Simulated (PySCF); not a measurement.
Match the calculated data to a structure.

All candidates are C3H11ClSi2.

| technique | computed result |
| --- | --- |
| Triplet | lowest triplet excitation (Tamm–Dancoff): 6.40 eV [TDA CAM-B3LYP/def2-SVPD] |
| Rotational structure | rotational constants A, B, C: 2.652, 0.772, 0.665 GHz [GFN2-xTB] |
| Polarisability | 108.6 au [CAM-B3LYP/def2-SVPD] |
| NMR, other nuclei | isotropic shieldings of nuclei other than C and H, by class: 396 (1 Si), 469 (1 Si), 806 (1 Cl) ppm [GIAO PBE0/pcSseg-1] |
| 13C NMR | chemical shifts (computed TMS as zero) by class: 49.8 (1 C), 23.8 (1 C), -5.7 (1 C) ppm [GIAO PBE0/pcSseg-1] |
| Dipole | 2.24 D [CAM-B3LYP/def2-SVPD] |
| 1H NMR | chemical shifts (computed TMS as zero) by class: 4.38 (1 H), 3.61 (1 H), 3.53 (1 H), 3.38 (3 H), 1.47 (1 H), 1.27 (1 H), 0.22 (3 H) ppm [GIAO PBE0/pcSseg-1] |
| UV, first state | lowest singlet excitation: 7.09 eV (175 nm, f = 0.002) [TDDFT CAM-B3LYP/def2-SVPD] |
| UV, strongest line | among the 8 lowest singlet transitions: S4 at 7.39 eV (168 nm, f = 0.058) [TDDFT CAM-B3LYP/def2-SVPD] |

Electronic properties: PySCF, gas phase, density fitting. Levels stand in brackets. Geometry: GFN2-xTB, one conformer, isolated molecule. NMR classes are plain means over equivalent atoms (diastereotopic ones count apart unless rotation or inversion swaps them), as if these changed places fast.

**Question.** Which candidate is it?
A. `CC[Si@@H]([SiH3])CCl`
B. `C[Si@H]([SiH3])CCCl`
C. `CC[SiH2][SiH2]CCl`
D. `CC(C)[Si@H]([SiH3])Cl`

**Answer.** B. It is `C[Si@H]([SiH3])CCCl`. Numbering: `[CH3:1][Si@H:2]([SiH3:3])[CH2:4][CH2:5][Cl:6]`. Its formula, C3H11ClSi2, gives 0 degrees of unsaturation, so no ring and no π bond. 3 carbons fall into 3 classes; from least to most shielded: sp3 C–Cl carbon [C5] (49.8 ppm), sp3 carbon bound to silicon [C4] (23.8 ppm), Si-methyl carbon [C1] (-5.7 ppm). Hydrogen classes from least to most shielded: 1 H on an SiH silicon, Si2 (4.38 ppm), 1 H on an sp3 C–Cl carbon, C5 (3.61 ppm), 1 H on an sp3 C–Cl carbon, C5 (3.53 ppm), 3 H on an SiH3 silicon, Si3 (3.38 ppm), 1 H on an sp3 carbon bound to silicon, C4 (1.47 ppm), 1 H on an sp3 carbon bound to silicon, C4 (1.27 ppm), 3 H on an Si-methyl carbon, C1 (0.22 ppm). The other shieldings belong to: 396 ppm, SiH silicon [Si2]; 469 ppm, SiH3 silicon [Si3]; 806 ppm, alkyl chlorine [Cl6]. The optimised geometry has point group C1 and is an asymmetric top.

The others, at the same levels:
- `CC[Si@@H]([SiH3])CCl` fails: its computed 13C shifts are 31.1 (1 C), 13.1 (1 C), 10.8 (1 C) ppm, 1H shifts are 4.24 (1 H), 3.45 (3 H), 3.36 (1 H), 2.82 (1 H), 1.13 (3 H), 0.74 (1 H), 0.68 (1 H) ppm and lowest singlet excitation is 6.70 eV (185 nm, f = 0.015) (against 7.09 eV).
- `CC(C)[Si@H]([SiH3])Cl` fails: its computed 13C shifts are 24.2 (1 C), 19.0 (1 C), 18.2 (1 C) ppm, 1H shifts are 5.37 (1 H), 3.48 (3 H), 1.43 (1 H), 1.19 (3 H), 1.00 (3 H) ppm and lowest singlet excitation is 6.36 eV (195 nm, f = 0.009) (against 7.09 eV).
- `CC[SiH2][SiH2]CCl` fails: its computed 13C shifts are 30.2 (1 C), 12.9 (1 C), 4.1 (1 C) ppm, 1H shifts are 4.04 (2 H), 3.82 (2 H), 2.93 (2 H), 1.17 (3 H), 0.81 (2 H) ppm and lowest singlet excitation is 6.38 eV (194 nm, f = 0.065) (against 7.09 eV).

Each candidate is one conformer, not necessarily the lowest. The conformers computed, where there is a choice (atom-mapped SMILES and torsion angles):
- `[CH3:1][Si@H:2]([SiH3:3])[CH2:4][CH2:5][Cl:6]`: C1–Si2–C4–C5 62°, Si2–C4–C5–Cl6 178°
- `[CH3:1][CH2:2][Si@@H:3]([SiH3:4])[CH2:5][Cl:6]`: C1–C2–Si3–Si4 -177°, C2–Si3–C5–Cl6 -178°
- `[CH3:1][CH:2]([CH3:3])[Si@H:4]([SiH3:5])[Cl:6]`: C1–C2–Si4–Si5 57°
- `[CH3:1][CH2:2][SiH2:3][SiH2:4][CH2:5][Cl:6]`: C1–C2–Si3–Si4 -64°, C2–Si3–Si4–C5 151°, Si3–Si4–C5–Cl6 178°
